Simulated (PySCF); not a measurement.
# UHF on C²⁺ (carbon, charge +2)

Configuration: [He] 2s2, closed-shell 1S. Computed with PySCF 2.14 in x2c-SVPall, with the spin-free X2C one-electron Hamiltonian (Gaussian nucleus).

```json
{
 "Total energy": "-36.365991 hartree",
 "One-electron energy": "-44.0272 hartree",
 "Hartree (Coulomb) energy": "11.9565 hartree",
 "Exchange energy": "-4.2953 hartree",
 "⟨S²⟩": "0.0000",
 "⟨L²⟩": "0.000",
 "Sum of ⟨r⟩": "3.324 bohr",
 "Sum of ⟨r²⟩": "4.744 bohr²",
 "Langevin diamagnetic susceptibility": "-3.76 ×10⁻⁶ cm³/mol",
 "Time after the integrals": "0.03 s of wall time on 1 thread of Neoverse-V2 (shared host)"
}
```

```csv
shell,electrons,mean orbital energy (eV),"rms radius, mean of both spins (bohr)"
1s,2,-344.85,0.311
2s,2,-45.698,1.51
```
